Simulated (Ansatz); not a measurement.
V5O21H17⁻. Total charge -1; doublet. Geometry PBE-D4/def2-SVP; atoms count from 1.

```xyz
43

V    -0.863   -3.260    0.446
V     1.920    0.916   -0.922
V     1.837   -2.628   -3.001
V     0.518    3.416    0.853
V    -2.512    0.685    0.430
O    -3.006    2.658   -0.121
O    -1.172   -3.882    2.097
O    -3.588   -0.735    0.821
O    -3.061    1.580    2.077
O    -2.397   -2.868   -0.281
O    -0.701    3.807   -0.152
O     2.253   -0.401    0.162
O    -2.122    0.481   -1.284
O    -0.872    0.313    1.125
O     0.545    0.554   -1.724
O     0.177   -1.854    0.578
O     0.303   -1.868   -2.723
O    -0.120   -4.394   -0.409
O     2.097    3.381    3.641
O     1.304    4.865    1.495
O    -0.040    2.520    2.150
O     3.257    0.987   -2.060
O     1.772    2.406   -0.033
O     1.777   -3.531   -4.547
O     2.999   -1.526   -3.075
O     2.178   -3.724   -1.668
H    -3.219    2.790    0.852
H    -0.858   -4.788    2.274
H    -3.841   -0.707    1.767
H    -2.261    1.915    2.538
H    -2.937   -2.114    0.127
H    -2.136    3.178   -0.271
H     1.564   -1.139    0.289
H    -1.182    0.656   -1.573
H    -0.488    1.041    1.719
H    -0.260   -0.923    0.866
H     0.279   -0.921   -2.367
H     2.768    2.817    3.210
H     1.731    4.571    2.358
H     1.252    2.936    3.352
H     3.319    0.136   -2.585
H     2.424   -3.250   -5.222
H     1.363   -4.093   -1.213
```

Single mean-field runs in def2-SVP are fitted with def2-universal-jkfit. In the doublet geometry the species has come apart into loosely held pieces.

**Question.** Estimate the Mulliken populations of the heavy atoms from the PBE0/def2-SVP orbitals of Ansatz.

**Answer.** 
```tsv
atom	charge (e)	spin (α − β)	d electrons
V1	1.08	0.00	3.08
V2	1.15	0.00	3.06
V3	1.06	0.00	3.09
V4	1.07	0.00	3.10
V5	0.93	1.11	3.11
O6	-0.30	-0.01	–
O7	-0.46	0.00	–
O8	-0.49	-0.04	–
O9	-0.55	-0.02	–
O10	-0.45	0.00	–
O11	-0.55	0.00	–
O12	-0.46	0.00	–
O13	-0.45	-0.05	–
O14	-0.52	-0.03	–
O15	-0.56	0.00	–
O16	-0.58	0.00	–
O17	-0.44	0.00	–
O18	-0.49	0.00	–
O19	-0.33	0.00	–
O20	-0.46	0.00	–
O21	-0.63	0.00	–
O22	-0.45	0.00	–
O23	-0.66	0.00	–
O24	-0.46	0.00	–
O25	-0.49	0.00	–
O26	-0.47	0.00	–
```
Mulliken values depend strongly on the basis.

**Question.** Where does the spin sit?

**Answer.** Summed by element: V 1.12, O -0.15, H 0.04, of 1 unpaired in all. Largest on single atoms: V5 1.11, O13 -0.05, O8 -0.04.

**Question.** And the Mayer bond orders between heavy atoms (over 0.3)?

**Answer.** V1–O7 1.10 (1.79 Å); V1–O10 1.25 (1.74 Å); V1–O16 1.12 (1.75 Å); V1–O18 1.93 (1.60 Å); V2–O12 1.25 (1.74 Å); V2–O15 1.72 (1.63 Å); V2–O22 1.20 (1.76 Å); V2–O23 1.08 (1.74 Å); V3–O17 1.26 (1.73 Å); V3–O24 1.09 (1.79 Å); V3–O25 1.95 (1.60 Å); V3–O26 1.18 (1.76 Å); V4–O11 1.78 (1.63 Å); V4–O20 1.19 (1.77 Å); V4–O21 1.57 (1.67 Å); V4–O23 0.79 (1.84 Å); V5–O6 0.56 (2.11 Å); V5–O8 0.99 (1.82 Å); V5–O9 0.83 (1.95 Å); V5–O13 1.24 (1.77 Å); V5–O14 0.99 (1.82 Å).
